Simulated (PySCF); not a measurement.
**Working with the constants of HoH**

M06-2X constants of HoH, quintet, about 11.0 electrons in the 4f shell (Mulliken), real f orbitals that mix terms (PySCF, spin-free X2C with a Gaussian nucleus, basis sets Ho x2c-SVPall, H x2c-SVPall; masses 164.9303 and 1.0078 u):

```
ωe                      : 1177.1 cm⁻¹
ωexe                    : 15.1 cm⁻¹
Be                      : 3.8111 cm⁻¹
αe                      : 0.0801 cm⁻¹
D (centrifugal)         : 0.000160 cm⁻¹
De to Ho (4f11 6s2) + H : 1.44 eV
```

(1) Give the vibrational terms G(v) and spacings up to v = 3.

(2) How well does the Morse estimate ωe²/(4ωexe) reproduce De, and what is D0?

Spin–orbit coupling is left out, which matters for elements this heavy, above all for dissociation energies. With d or f electrons several states lie close, and the lowest PBE0 determinant need not be the measured ground state.

## Answers

(1) G(v) = ωe(v+½) − ωexe(v+½)².

```
v  G(v) (cm⁻¹)  G(v) − G(v−1)  Bv (cm⁻¹)
0          585                     3.771
1         1732           1147      3.691
2         2848           1117      3.611
3         3935           1086      3.531
```

(2) It gives 2.84 eV, 198 % of the computed De. D0 = De − G(0) = 1.44 − 0.07 = 1.37 eV.
